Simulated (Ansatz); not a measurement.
The lowest singlet and triplet of GaH (SMILES [GaH]); geometries from B3LYP-D3(BJ)/def2-TZVP, each state relaxed from the structure named, with no frequency check.
Singlet at the triplet's geometry (charge 0, multiplicity 1):
```xyz
2

Ga     0.000     0.000    -0.051
H      0.000     0.000     1.574
```

A positive gap puts the triplet lower; no zero-point energy. R- takes a restricted singlet. U- takes an unrestricted singlet (broken symmetry where lower, unprojected). The triplet is unrestricted in single-reference levels.

The values were computed with Ansatz (an electronic-structure program) with Gaussian orbitals. Values without a source in brackets are computed.

One of these levels gives -42.59 kcal/mol for the gap E(singlet) − E(triplet), vertical, at the triplet's geometry. Which?
A. R-r2SCAN/def2-TZVPP
B. R-HF/cc-pVTZ
C. U-SVWN5/def2-TZVPP

A, R-r2SCAN/def2-TZVPP. The others give -32.06 (R-HF/cc-pVTZ), -48.77 (U-SVWN5/def2-TZVPP)
